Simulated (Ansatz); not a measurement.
B2N2⁻. Charge -1, multiplicity 2. Geometry r2SCAN-D4/def2-TZVP, that of the neutral singlet; atoms count from 1.

```xyz
4

B     0.470   -0.396    0.424
B    -0.470    0.396   -0.424
N    -0.908   -0.664    0.387
N     0.908    0.664   -0.387
```

The structure comes from a short search, and lower isomers may exist.

(1) Estimate the Mulliken populations from the PBE0/def2-TZVPD orbitals of Ansatz.

(2) Where does the spin sit?

(3) And the Mayer bond orders between bonded heavy atoms (over 0.3)?

Results:

(1) 
| atom | charge (e) | spin (α − β) |
| --- | --- | --- |
| B1 | -0.01 | 0.59 |
| B2 | -0.01 | 0.59 |
| N3 | -0.49 | -0.09 |
| N4 | -0.49 | -0.09 |
Mulliken values and Mayer orders depend strongly on the basis. With diffuse functions, as here, like atoms can get unlike values, and bond orders can come out too low or too high.

(2) Summed by element: B 1.18, N -0.18, of 1 unpaired in all. Largest on single atoms: B2 0.59, B1 0.59, N4 -0.09.

(3) B1–B2 1.19 (1.49 Å); B1–N3 1.10 (1.40 Å); B1–N4 1.10 (1.40 Å); B2–N3 1.10 (1.40 Å); B2–N4 1.10 (1.40 Å). Values over 0.3 also appear between atoms too far apart for a bond (N3–N4 0.36 at 2.38 Å); they arise where an orbital or an unpaired electron spreads over both atoms.
